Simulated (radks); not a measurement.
The numbers below are computed, except where a source is named.
Excited configurations of Ge+: one electron is placed in a higher orbital outside [Ar] 3d10 4s2. The ground configuration is [Ar] 3d10 4s2 4p1. Level of theory: scalar-relativistic Kohn-Sham, PBE, spin-polarised, spherical densities, finite nucleus; open shells are filled with parallel spins first; Fermi nuclear charge, rms radius 4.0742 fm (a radial shooting solver on a logarithmic mesh with Libxc functionals). Excitation = E - E(ground); binding = E(ion) - E, where the ion is the core of charge +2; n* = 2/sqrt(2 binding) in atomic units, and the quantum defect is n - n*.

| outer orbital | excitation (eV) | binding (eV) | n* | quantum defect |
|---|---|---|---|---|
| 4d | 8.844 | 6.843 | 2.820 | 1.180 |
| 4f | 12.067 | 3.619 | 3.878 | 0.122 |
| 5s | 7.279 | 8.407 | 2.544 | 2.456 |
| 5f | 13.241 | 2.446 | 4.717 | 0.283 |
| 6s | 11.144 | 4.543 | 3.461 | 2.539 |
| 7p | 13.242 | 2.445 | 4.718 | 2.282 |
| 7d | 13.868 | 1.819 | 5.470 | 1.530 |
| 7f | 14.371 | 1.315 | 6.432 | 0.568 |

The Delta-SCF ionisation energy is 15.687 eV (NIST Atomic Spectra Database: 15.935 eV, measured). Self-interaction in the functional shifts the binding energies and quantum defects, so they are the method's values and not measured ones. Open shells are spherical and high-spin; term and fine-structure splittings are not resolved.
